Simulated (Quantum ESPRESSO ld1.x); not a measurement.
Values are calculated unless marked as measured or tabulated.
Problem. Tm I, configuration [Xe] 4f12 6s2 6p1 (not the ground configuration). Level of theory: scalar-relativistic Kohn-Sham, LDA (Slater exchange, Perdew-Wang correlation), spin-polarised, spherical densities, point nucleus; open shells are filled with parallel spins first (ld1.x of Quantum ESPRESSO 7.5). Some entries of the table are withheld. Estimate them.

orbital,occ.,eigenvalue (hartree),<r^2> (bohr^2),r(max) (bohr)
1s up,1,-2177.36,0.0005490,0.013
1s down,1,-2177.36,0.0005490,0.013
2s up,1,-367.715,0.008525,0.072
2s down,1,-367.714,0.008524,0.072
2p up,3,-324.832,0.006949,0.059
2p down,3,-324.831,0.006949,0.059
3s up,1,-82.9585,0.05592,0.203
3s down,1,-82.9237,0.05590,0.203
3p up,3,-69.9753,0.05635,0.200
3p down,3,-69.9406,0.05632,0.200
3d up,5,-53.9135,0.04693,0.164
3d down,5,-53.8864,0.04689,0.164
4s up,1,-16.6665,0.2797,0.463
4s down,1,-16.5982,0.2798,0.463
4p up,3,-12.3932,0.3174,0.486
4p down,3,-12.3263,0.3176,0.486
4d up,5,-6.71806,0.3774,0.501
4d down,5,-6.65299,0.3780,0.501
5s up,1,-2.25768,1.643,1.08
5s down,1,-2.22684,1.655,1.08
5p up,3,(1),2.311,1.23
5p down,3,(2),2.333,1.24
4f up,7,-0.50295,0.7406,0.490
4f down,5,-0.44504,0.7654,0.494
6s up,1,-0.22669,13.87,(3)
6s down,1,-0.21097,13.89,(4)
6p up,1,(5),26.60,4.01
6p down,0,(6),28.26,4.05

Solution. 
(1) 5p up eigenvalue (hartree): -1.24569
(2) 5p down eigenvalue (hartree): -1.22275
(3) 6s up r(max) (bohr): 2.99
(4) 6s down r(max) (bohr): 2.99
(5) 6p up eigenvalue (hartree): -0.08849
(6) 6p down eigenvalue (hartree): -0.07308
